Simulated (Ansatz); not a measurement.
Molecule: CuCl₂, charge 0, multiplicity 2. The spin state was set by rule; other spins were not relaxed. SMILES: [Cl][Cu][Cl]
Geometry: optimised at B3LYP-D3(BJ)/def2-TZVP (Ansatz, a program for electronic structure).

Wanted: atomisation energy (electronic, to ground-state atoms), in kJ/mol. Correlated levels leave the core frozen unless marked. UHF or UKS for open shells. No spin-orbit coupling. Frozen are the shells of the preceding noble gas and the d and f shells that filled before the atom's block. No relativistic terms. The coupled-cluster limit lacks core correlation, which all-electron functionals hold. Basis-set limits of correlation are two-point, X^-3; Hartree-Fock from the larger set. [CCSD(T)-MP2]/basis is that difference in the basis named.

```csv
level,program,atomisation energy (kJ/mol)
HF/def2-TZVPPD,Ansatz,540.5
BLYP-D4/def2-TZVPD,Ansatz + dftd4,608.6
```

### Question
Predict the RI-MP2/CBS(def2-TZVPPD,def2-QZVPPD)+[CCSD(T)-MP2]/def2-TZVPPD result (Ansatz).

### Answer
582.8 kJ/mol
